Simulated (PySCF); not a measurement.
BeF$_{2}$, triplet, geometry from GFN2-xTB (such geometries of metal compounds can be far from the true shape) (a higher spin typed on purpose: for a closed-shell molecule this is an excited state), with bond 2-1 at 1.8 times its length; HF/pcseg-1 (PySCF).

PySCF was given this input:
```python
from pyscf import gto, scf

mol = gto.M(
    atom='''
Be   -0.339317    0.411648   -0.785510
F     2.135953   -0.525221    0.179461
F    -0.885025   -0.074120    0.598531
''',
    basis='pcseg-1',
    charge=0,
    spin=2,
    verbose=5,
)

mf = scf.UHF(mol)
mf.kernel()
mo_i, mo_e, stable_i, stable_e = mf.stability(internal=True, external=True, return_status=True, nroots=6, tol=1e-6)
print('internally stable:', stable_i, ' externally stable:', stable_e)
if not stable_i:
    umf = mf.copy()
    umf.scf_summary = {}
    umf.kernel(umf.make_rdm1(mo_i, mf.mo_occ))
mf.analyze()
```

The log (banner, timings and long lists left out):

```
PySCF version 2.14.0

[INPUT] verbose = 5
[INPUT] max_memory = 4000
[INPUT] num. atoms = 3
[INPUT] num. electrons = 22
[INPUT] charge = 0
[INPUT] spin (= nelec alpha-beta = 2S) = 2
[INPUT] symmetry False subgroup None
[INPUT] Mole.unit = angstrom
[INPUT] Symbol           X                Y                Z      unit          X                Y                Z       unit  Magmom
[...]
[INPUT] ---------------- BASIS SET ----------------
[INPUT] l, kappa, [nprim/nctr], expnt,             c_1 c_2 ...
[INPUT] Be
[...]
                                77.3054           0.0477643    0    0
                                17.5526           0.205052    0    0
                                4.79646            0.5    0    0
                                1.39666           0.472486    0    0
                                1.96613              0 -0.069366    0
                                0.176151             0  0.5    0
                                0.0577841            0    0    1
[...]
                                0.341727           0.5    0
                                0.0758163            0    1
[INPUT] F
[...]
                                441.125           0.0433238    0    0
                                100.232           0.193739    0    0
                                27.8655            0.5    0    0
                                8.4447            0.48642    0    0
                                13.6123              0 -0.0719785    0
                                1.26122              0  0.5    0
                                0.3708               0    0    1
[...]
                                4.78552           0.24783    0
                                1.28378            0.5    0
                                0.311558             0    1
[...]
nuclear repulsion = 32.8377231993937
number of shells = 8
number of NR pGTOs = 67
number of NR cGTOs = 37
basis = pcseg-1
ecp = {}

******** <class 'pyscf.scf.uhf.UHF'> ********
method = UHF
initial guess = minao
damping factor = 0
level_shift factor = 0
DIIS = <class 'pyscf.scf.diis.CDIIS'>
diis_start_cycle = 1
diis_space = 8
diis_damp = 0
SCF conv_tol = 1e-09
SCF conv_tol_grad = None
SCF max_cycles = 50
direct_scf = True
direct_scf_tol = 1e-13
number electrons alpha = 12  beta = 10
Set gradient conv threshold to 3.16228e-05
E1 = -362.44982679788063  E2 = 116.73471122150487  Ecoul = 138.88879042316282  Exc = -22.15407920165795
init E= -212.877392376982
cond(S) = 28.013739407805392

[...]
converged SCF energy = -213.397940621584  <S^2> = 2.0036091  2S+1 = 3.0024051
<class 'pyscf.scf.uhf.UHF'> wavefunction is stable in the internal stability analysis
<class 'pyscf.scf.uhf.UHF'> wavefunction is stable in the real -> complex stability analysis
<class 'pyscf.scf.uhf.UHF'> wavefunction is stable in the UHF/UKS -> GHF/GKS stability analysis
internally stable: True  externally stable: True
Total Energy =                        -213.397940621583984
[...]
2 F 2px          0.00125  -0.00856
2 F 2py         -0.00038  -0.00774
2 F 2pz          0.00028   0.02199
2 F 3px         -0.00109   0.06067
2 F 3py          0.00032   0.05413
2 F 3pz         -0.00022  -0.15417
2 F 3dxy        -0.46325   0.17726
2 F 3dyz        -0.46088  -0.44933
2 F 3dz^2       -0.03745   0.63601
2 F 3dxz         0.22899  -0.50566
2 F 3dx2-y2      0.72036   0.02137

To work with the spin densities directly, `use mulliken_meta_spin()` only printing them here.

 ** Mulliken spin pop alpha/beta on meta-lowdin orthogonal AOs **
 ** Mulliken Spin Density (per AO)  **
spin_pop of  0 Be 1s        0.00001
spin_pop of  0 Be 2s        0.77080
spin_pop of  0 Be 3s        0.00031
spin_pop of  0 Be 2px       0.01589
spin_pop of  0 Be 2py       0.02086
spin_pop of  0 Be 2pz       0.13006
spin_pop of  0 Be 3px      -0.00000
spin_pop of  0 Be 3py      -0.00004
spin_pop of  0 Be 3pz      -0.00027
spin_pop of  1 F 1s       -0.00000
spin_pop of  1 F 2s        0.00160
spin_pop of  1 F 3s        0.00016
spin_pop of  1 F 2px       0.35792
spin_pop of  1 F 2py       0.04486
spin_pop of  1 F 2pz       0.59920
spin_pop of  1 F 3px       0.00054
spin_pop of  1 F 3py      -0.00011
spin_pop of  1 F 3pz       0.00047
spin_pop of  1 F 3dxy     -0.00001
spin_pop of  1 F 3dyz     -0.00001
spin_pop of  1 F 3dz^2    -0.00003
spin_pop of  1 F 3dxz     -0.00012
spin_pop of  1 F 3dx2-y2   -0.00000
spin_pop of  2 F 1s        0.00000
spin_pop of  2 F 2s        0.01850
spin_pop of  2 F 3s        0.01429
spin_pop of  2 F 2px      -0.00060
spin_pop of  2 F 2py      -0.00132
spin_pop of  2 F 2pz       0.01855
spin_pop of  2 F 3px       0.00126
spin_pop of  2 F 3py       0.00095
spin_pop of  2 F 3pz       0.00564
spin_pop of  2 F 3dxy      0.00003
spin_pop of  2 F 3dyz      0.00014
spin_pop of  2 F 3dz^2     0.00025
spin_pop of  2 F 3dxz      0.00019
spin_pop of  2 F 3dx2-y2    0.00001
 ** Mulliken Spin Density (per atom)  **
spin density of  0 Be =      0.93763
spin density of  1 F =      1.00448
spin density of  2 F =      0.05789
 ** Mulliken pop alpha/beta on meta-lowdin orthogonal AOs **
 ** Mulliken pop       alpha | beta **
[...]
In total            12.00000 | 10.00000
 ** Mulliken atomic charges   ( Nelec_alpha | Nelec_beta ) **
charge of  0Be =      0.84767  (     2.04498      1.10735 )
charge of  1F =      0.00448  (     5.00000      3.99552 )
charge of  2F =     -0.85216  (     4.95503      4.89713 )
Dipole moment(X, Y, Z, Debye):  1.16735,  0.65272, -2.06943
```
